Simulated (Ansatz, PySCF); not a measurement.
Three-fold rotor about C1–C2 in isopropylamine (SMILES CC(C)N); single points on GFN2-xTB geometries with the dihedral held.
Staggered geometry (60°) (charge 0, multiplicity 1):
```xyz
13

C     -0.5967     1.2616     0.2326
C     -0.0499    -0.0514    -0.3218
C     -0.2530    -0.1284    -1.8326
N      1.3789    -0.1147    -0.0412
H     -0.0894     2.0970    -0.2419
H     -0.4336     1.3208     1.3065
H     -1.6635     1.3392     0.0392
H     -0.6055    -0.8871     0.1490
H      0.1045    -1.0807    -2.2186
H      0.3041     0.6703    -2.3147
H     -1.3066    -0.0277    -2.0796
H      1.7728    -0.9796    -0.3951
H      1.5471    -0.0799     0.9583
```

Frozen-core correlation. CBS(a, b) extrapolates the correlation energy as X⁻³ and adds the Hartree–Fock energy of set b. MP2 and its Hartree–Fock in cc-pVQZ are density fitted. Rows in 6-31G* carry no dispersion term and start afresh at each structure (6-31G* with six Cartesian d functions).

Codes used: Ansatz (Gaussian orbitals); PySCF for 6-31G* rows. Values without a source in brackets are computed.

Energies above the staggered point (kcal/mol):

```
dihedral (°)  PBE/def2-TZVPP  B3LYP/6-31G*  MP2/CBS(cc-pVTZ, cc-pVQZ) + ΔCCSD(T)/cc-pVDZ
------------  --------------  ------------  --------------------------------------------
0                      3.245         3.547                                         3.444
20                     2.357         2.546                                         2.493
40                     0.724         0.766                                         0.770
60                     0.000         0.000                                         0.000
80                     0.774         0.861                                         0.808
100                    2.406         2.642                                         2.549
120                    3.242         3.533                                         3.442
```

Moments of inertia of the two ends about the bond: 3.148 and 69.852 u Å².

Fit V = V₃/2 (1 − cos 3φ) + V₆/2 (1 − cos 6φ), φ counted from the staggered point, and estimate the harmonic torsional frequency.


V₃ is the energy at φ = 60°; at φ = 20° (mean of both sides) V = 0.25 V₃ + 0.75 V₆. The reduced moment I₁I₂/(I₁ + I₂) = 3.012 u Å² gives F = 16.8576/I = 5.597 cm⁻¹ (a rough rule where the frame isn't a symmetric top). Near the minimum V = kφ²/2 with k = (9V₃ + 36V₆)/2, and ω = √(2Fk), with 1 kcal/mol = 349.755 cm⁻¹.
- PBE/def2-TZVPP: V₃ = 3.24, V₆ = -0.083 kcal/mol, k = 4583 cm⁻¹/rad², ω = 226 cm⁻¹
- B3LYP/6-31G*: V₃ = 3.55, V₆ = -0.097 kcal/mol, k = 4971 cm⁻¹/rad², ω = 236 cm⁻¹
- MP2/CBS(cc-pVTZ, cc-pVQZ) + ΔCCSD(T)/cc-pVDZ: V₃ = 3.44, V₆ = -0.096 kcal/mol, k = 4815 cm⁻¹/rad², ω = 232 cm⁻¹

Ansatz is an electronic-structure program.
